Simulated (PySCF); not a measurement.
## Telling isomers of C9H12 apart by NMR

PySCF calculation with geometry from GFN2-xTB and σ from GIAO-PBE0/pcSseg-1; a single conformation, one averaged value for each set of equivalent atoms, isolated molecule, no relativistic terms.

δ = σ(ref) − σ, references computed at the same level: TMS for ¹H, ¹³C. Where no couplings were computed, multiplicities follow the n + 1 count of equivalent neighbours, and m marks all less simple cases (inequivalent or close neighbours, rings, F or P nearby). Shifts are as computed. Against solution values, carbons near 30 ppm lie about +3 ppm off and those near 130 ppm about +5 ppm. Of 1211 compounds with measured shifts, 218 miss one by over three times the rms of a fit or turn the order of signals round; such compounds aren't used in these exercises.

(1) Tabulate the signals of `Cc1cccc(C)c1C`, `C#C[C@@]12CCCC[C@@H]1C2` and their relative energies.

(2) What is the quickest way to tell Cc1cccc(C)c1C from C#C[C@@]12CCCC[C@@H]1C2?

## Answers

(1) 
| SMILES | carbon types | δC | δH | E rel. (kcal/mol) |
| --- | --- | --- | --- | --- |
| Cc1cccc(C)c1C | 3×C 3×CH 3×CH3 | 141.0, 139.5, 133.3, 131.3, 23.9, 17.5 | 7.31 (m, 2H), 7.30 (m, 1H), 2.41 (s, 6H), 2.26 (s, 3H) | 0.0 |
| C#C[C@@]12CCCC[C@@H]1C2 | 2×C 2×CH 5×CH2 | 97.3, 69.0, 35.5, 26.5, 26.1, 25.6, 23.3, 22.7, 11.2 | 2.36 (m, 1H), 1.95 (m, 1H), 1.90 (m, 1H), 1.61 (m, 1H), 1.49 (m, 1H), 1.40 (m, 1H), 1.30 (m, 1H), 1.27 (s, 1H), 1.12 (m, 1H), 1.01 (m, 1H), 0.72 (m, 1H), 0.30 (m, 1H) | 63.5 |

Energies are electronic energies at PBE0/pcSseg-1 on these geometries, without zero-point or thermal terms, each for the one conformer computed, which needn't be the lowest.

(2) Count the carbon signals: 6 against 9. The first has an aromatic CH at 133.3 ppm, the second a terminal alkyne carbon (CH) at 69.0 ppm. Their most deshielded carbons lie at 141.0 and 97.3 ppm. In the proton spectra the most deshielded non-exchanging signals are 7.31 (m, 2H) and 2.36 (m, 1H).
